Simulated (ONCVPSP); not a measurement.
silver, ONCV: configuration errors across variants

ONCVPSP 4.0.1 input, shortened (lines: element, Z, core and valence counts, functional; n l f; lmax; l rc ep ncon nbas qcut; lloc lpopt rc5 dvloc0; l nproj debl; icmod fcfact rcfact), PBE, scalar-relativistic:

```
  Ag 47.00    6    3        4      upf
    1    0    2.00
    2    0    2.00
    2    1    6.00
    3    0    2.00
    3    1    6.00
    3    2   10.00
    4    0    2.00
    4    1    6.00
    4    2   10.00
    2
    0    1.55    0.00    4    8    9.00
    1    1.05    0.00    4    7    7.40
    2    1.05    0.00    4    8   14.90
    2    5    1.05    0.00
    0    2    1.80
    1    1    1.70
    2    0    2.30
    2    0.65    0.85
```

In the s channel the program set the typed energies aside and used -3.795, 0.250 Ha.

All-electron excitation energies from the reference (eV): (1) 4s2 4p6 4d10 5s1 -7.757; (2) 4s2 4p6 4d9 22.114; (3) 4s2 4p6 4d8 58.307; (4) 4s2 4p6 4d9 5s1 5.395.

3 further variants failed, have other tests or another functional or relativity, and are left out.

Errors AE − PS in meV (a dash: test not solved or not reliable):

| change | (1) | (2) | (3) | (4) | bound ghosts | GHOST(+) flags above zero |
| --- | --- | --- | --- | --- | --- | --- |
| base | +1.2 | +0.2 | +4.1 | +1.3 | none | s |
| d: nbas 7 | +1.3 | +0.2 | +4.2 | +1.3 | none | s |
| s: qcut 10.4; p: qcut 8.6; d: qcut 17.3 | +1.4 | +0.4 | +5.0 | +2.1 | none | s |

Question: Give the same row for: all radii but the core radius scaled by about 1.06 (s 1.64, p 1.12, d 1.12 bohr).

Answer: +1.1, -0.3, +2.8, +0.3; bound ghosts: none; GHOST(+) flags above zero: none.
